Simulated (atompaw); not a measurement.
## What one change does to a pseudopotential (chlorine (Cl), PAW (atompaw))

chlorine (Cl), PAW, made with atompaw 4.2.0.5 (PBE, scalar-relativistic). Core [Ne], reference 3s2 3p4.5 (charge +0.5). Waves: 3s (bound): rc 1.40 bohr; 3s channel at -1.05 Ry: rc 1.40 bohr; 3p (bound): rc 1.50 bohr; 3p channel at 0.05 Ry: rc 1.50 bohr; 3d channel at 0.4 Ry: rc 1.50 bohr; 3d channel at 2.7 Ry: rc 1.20 bohr. Local part: bessel scheme, radius 1.40 bohr. Core correction: smooth core density matched at 1.10 bohr. Augmentation charge: sinc compensation charge, radius 1.15 bohr; PAW radius 1.50 bohr; waves and projectors: custom polynom vanderbiltortho.

Change: all radii scaled by about 0.77 (s 1.08, p 1.16, d 1.16 bohr); local potential bessel scheme, radius 1.08 bohr; augmentation sinc compensation charge, radius 0.88 bohr; PAW radius 1.16 bohr; waves and projectors: custom polynom vanderbiltortho; core correction smooth core density matched at 0.84 bohr.

Cutoffs: the cutoffs (Ry, on a coarse ladder) from which the occupation-weighted sum of valence levels, in a spherical-Bessel basis at the reference potential, stays within 10 and 1 mRy of its value at 400 Ry; they do not see the model core or the augmentation charge, which bear on the density cutoff.

Task: What does the change do?

Result: The potential gets harder (25 Ry and 35 Ry → 50 Ry and 90 Ry); a bound ghost appears in p, s, which as a rule spoils a file. A smaller radius makes the pseudo-wave follow the all-electron one further in, where it bends more sharply, so more plane waves are needed.

```tsv
quantity	base	changed
cutoff, loose	25 Ry	50 Ry
cutoff, tight	35 Ry	90 Ry
loose cutoff by channel (10 mRy a level)	s 21 Ry, p 15 Ry	s 40 Ry, p 45 Ry
bound ghosts	none	s, p
lowest overlap eigenvalue by channel	s 0.30, p 0.73, d 0.64	s 0.55, p 0.73, d 0.30
```

 A true bound ghost makes a file unfit for plane-wave use even where its test errors are small: the radial tests pick states by their node count and pass the ghost by. The cutoffs see the waves, projectors and local potential, not the compensation charge or the core.
